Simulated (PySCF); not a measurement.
## Ru (ruthenium, neutral) across methods

[Kr] 4d8, high-spin 3F determinant (an excited configuration). All numbers are calculated (PySCF 2.14, scalar relativity by spin-free X2C-1e, in aug-cc-pVTZ-DK).

```tsv
method	E (hartree)	mean ε 4p β (eV)	mean ε 4d α (eV)	mean ε 4d β (eV)	Σ⟨r²⟩ (bohr²)	⟨S²⟩
UHF	-4527.77265	-53.509	-8.089	-6.477	46.63	2.009
PBE0	-4529.83	-45.777	-4.875	-3.809	47.97	2.004
LDA	-4525.11	-43.223	-3.863	-2.898	48.98	2.003
r2SCAN	-4530.15	-43.686	-3.665	-2.692	48.21	2.004
r2SCANh	-4530.14	-44.732	-4.170	-3.149	47.91	2.004
PBE	-4529.78	-42.946	-3.667	-2.732	49.09	2.003
wB97X-V	-4529.88	-48.142	-7.087	-6.157	47.72	2.003
```

Problem. Estimate the same row for BHandHLYP.

Solution. E (hartree) = -4530.14; mean ε 4p β (eV) = -48.638; mean ε 4d α (eV) = -6.056; mean ε 4d β (eV) = -4.943; Σ⟨r²⟩ (bohr²) = 47.53; ⟨S²⟩ = 2.005.
